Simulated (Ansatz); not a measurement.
AlI$_{2}$ (SMILES [I][Al+][I]), charge +1, singlet, at a GFN2-xTB geometry (such geometries of metal compounds can be far from the true shape) (core potentials on I); B3LYP/def2-SVP in Ansatz (an electronic-structure program).

Ansatz was given this input:
Ansatz 0.2 input:
```yaml
crystal:
  periodic: [false, false, false]
  atoms:
    - {symbol: Al, position_ang: [0.00000000, 0.00000000, 0.00000000]}
    - {symbol: I, position_ang: [-0.00000000, -0.00000000, -2.47377043]}
    - {symbol: I, position_ang: [0.00000000, 0.00000000, 2.47377043]}
basis:
  gaussian:
    orbitals: def2-SVP
hamiltonian:
  xc: b3lyp
total_charge: 1
```

**Question.** What does Ansatz print? Leave out banner, timings and long lists.

**Answer.** 
```
Functional definition: B3LYP
826 factors; integrals over basis functions are off by at most 3.3e-4 eV
mean field evaluation 1: about -22794.9725 eV, gradient 2.3e1 eV
mean field evaluation 2: about -22791.2266 eV, gradient 4.0e1 eV
mean field evaluation 4: about -22796.8439 eV, gradient 1.0e0 eV
mean field evaluation 8: about -22796.8850 eV, gradient 5.9e-3 eV
mean field -22796.88504213 eV, -837.7700730147 hartree, gradient 6.3e-6 eV, S^2 0.000000; 0 other end points of the search recorded, 0 dependent functions left out
reference -22796.88525107 eV, -837.7700806930 hartree; 31, 31 occupied and 39, 39 virtual orbitals, 826 factors
Total energy: -22796.88525107 eV, -837.7700806930 hartree
```
